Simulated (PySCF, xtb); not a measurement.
CH₈FNOSi₂, SMILES N[SiH2][Si@H](CF)O.

GFN2-xTB (xtb 6.7.1) at its own geometry gives an orbital gap of 4.40 eV and a dipole moment of 3.76 D.

Geometry optimised at PBE0-D3(BJ)/def2-SVP. The structure was generated by enumeration; whether it is a known compound was not checked. Other conformers were not sampled.

**Question.** What does ωB97X/def2-TZVP run with PySCF give? (An estimate is asked for; the answer gives what the named calculation found.)

**Answer.** gap 10.71 eV (levels -9.20 and 1.51 eV), dipole 3.05 D.
